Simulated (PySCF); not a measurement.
Two species compared at the same levels of theory.

First species: C6H8O2.
Cartesian coordinates in Å at the GFN2-xTB level; atoms count from 1:
```
atom  x, y, z in Å
C1    -1.4831    1.4101   -0.0504
C2    -1.0941   -0.0148   -0.4576
C3    -1.8261   -1.0572    0.3915
C4     0.3384   -0.1832   -0.3332
C5     1.5307   -0.2996   -0.2168
C6     2.9457   -0.4873   -0.0753
O7     3.4680   -1.4300    0.4608
O8     3.6376    0.5263   -0.6216
H9    -0.9585    2.1403   -0.6622
H10   -1.2275    1.5862    0.9922
H11   -2.5542    1.5519   -0.1754
H12   -1.3517   -0.1668   -1.5136
H13   -1.5320   -2.0632    0.1012
H14   -1.5885   -0.9191    1.4438
H15   -2.9011   -0.9553    0.2595
H16    4.5887    0.3706   -0.5130
```

Second species: C₅H₁₀O₂Si.
Z-matrix (Å and degrees, GFN2-xTB geometry), rows numbered from 1:
```
C 
C   1  1.3201
C   2  1.4877  1  124.69
Si  3  1.8925  2  110.72  1  -115.02
O   4  1.6392  3  112.49  2    66.61
C   5  1.3970  4  111.03  3   135.48
C   6  1.5454  5  108.24  4   -20.26
O   7  1.3971  6  108.42  5    15.53
H   1  1.0777  2  121.58  3    -0.66
H   1  1.0764  2  122.14  3   179.06
H   2  1.0817  1  120.29  3  -179.03
H   3  1.0898  2  109.20  1   126.87
H   3  1.0906  2  109.82  1     8.72
H   4  1.4635  3  113.65  2   -60.23
H   6  1.0921  5  108.63  4  -141.86
H   6  1.0944  5  108.82  4    99.46
H   7  1.0943  6  111.05  5  -103.49
H   7  1.0930  6  110.99  5   135.20
```

Levels: PBE0/def2-SVPD for HOMO energy, LUMO energy, HOMO–LUMO gap and static isotropic polarisability; TDDFT PBE0/def2-SVPD for lowest singlet excitation; TDA PBE0/def2-SVPD for lowest triplet excitation (Tamm–Dancoff). Geometries: GFN2-xTB. All species are isolated and taken at one optimised geometry, non-relativistic unless stated; the electronic structure was computed with PySCF and density fitting.

Dipoles, sizes and rotational constants follow the conformer. The torsions of the flexible species, by atom-mapped SMILES:
- `[CH3:1][CH:2]([CH3:3])[C:4]#[C:5][C:6](=[O:7])[OH:8]`: H–O8–C6–C5 180°

The conformers of `C=CC[SiH]1OCCO1` aren't listed.

(1) Which of the two has the higher LUMO energy, and by how much?

(2) Which has the higher HOMO–LUMO gap?

(3) Which has the higher HOMO energy?

(4) Which has the higher T1 energy?

(5) Which of the two has the higher static isotropic polarisability, and by how much?

(6) Which of the two has the higher S1 energy, and by how much?

Answers

(1) The second: 0.11 eV against -1.22 eV, a difference of 1.33 eV.

(2) The second: 7.27 eV against 6.71 eV, a difference of 0.56 eV.

(3) The second: -7.16 eV against -7.93 eV, a difference of 0.77 eV.

(4) The first: 4.37 eV against 4.30 eV, a difference of 0.07 eV.

(5) The second: 87.9 au against 81.8 au, a difference of 6.1 au.

(6) The second: 6.51 eV against 4.79 eV, a difference of 1.72 eV.

On the first: The 6 singlets span 4.79 to 7.42 eV, and their oscillator strengths add up to 0.20. The polarisability is 12.12 Å³ as a volume (1 au = 0.148185 Å³), or 1.36 au for each of the 60 electrons.

On the second: The principal polarisabilities are 74.5, 82.4 and 106.9 au; their mean is the isotropic value. S1 lies 0.76 eV below the HOMO–LUMO gap; its leading configuration is HOMO→LUMO, weight 0.81.
